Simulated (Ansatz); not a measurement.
A nudged elastic band was laid between two geometries of H₃ISi₂ (6 atoms, charge 0, multiplicity 1).

The calculation used RKS revPBE-D4/def2-SVP (Ansatz 0.2.0).

```json
{"movable images": "1", "climbing image": "yes", "spring": "5.0 eV/Å²", "optimiser": "quadratic models (default)", "start path": "through a guess of the saddle point", "force threshold": "0.05 eV/Å", "iteration limit": "60", "end points": "relaxed"}
```

Image 0:

```xyz
6
Properties=species:S:1:pos:R:3
Si -0.638 0.365 -1.011
Si 0.474 -0.039 0.866
I 1.969 -1.992 0.973
H -1.265 -0.867 -1.614
H -1.686 1.434 -0.808
H 1.145 1.099 1.594
```

Image 2:

```xyz
6
Properties=species:S:1:pos:R:3
Si -0.384 0.502 -0.330
Si -0.321 -0.955 1.623
I 1.871 -1.998 0.977
H -0.360 -0.322 -1.594
H -1.627 1.360 -0.347
H 0.820 1.414 -0.328
```

Task: What changes between the two ends?

Result: Bonds broken: Si2–H6. Bonds formed: Si1–H6.

Task: Give the energies along the band, and the barrier.

Result: The forces met the threshold. The highest image is number 1 of 0 to 2, 49.5 kJ/mol above the first end and 60.4 kJ/mol above the last; the last end lies 10.9 kJ/mol below the first. Another band between the same ends (9 images) ends at a top of the same energy, where a vibrational analysis finds 1 clearly imaginary mode. So few images can step over the top or miss a turn of the path. The orbitals stay closed-shell, which can raise the energy where a bond breaks towards radicals; this wasn't checked here.

```csv
image,path coordinate (Å),energy (kJ/mol),Si2–H6 (Å),Si1–H6 (Å)
0,0.00,0.0,1.51,3.24
1,1.35,49.5,1.59,2.23
2,3.07,-10.9,3.27,1.51
```

Task: What is the geometry of the highest image?

Result: 
```xyz
6
Properties=species:S:1:pos:R:3
Si -0.709 0.165 -0.551
Si 0.296 -0.135 1.459
I 1.960 -1.977 0.916
H -0.907 -0.612 -1.838
H -1.520 1.437 -0.675
H 0.880 1.122 0.689
```

Run time: 17 s on 1 thread of Intel(R) Xeon(R) Platinum 8488C (Sapphire Rapids), with other jobs on the host, peak memory 0.26 GiB.
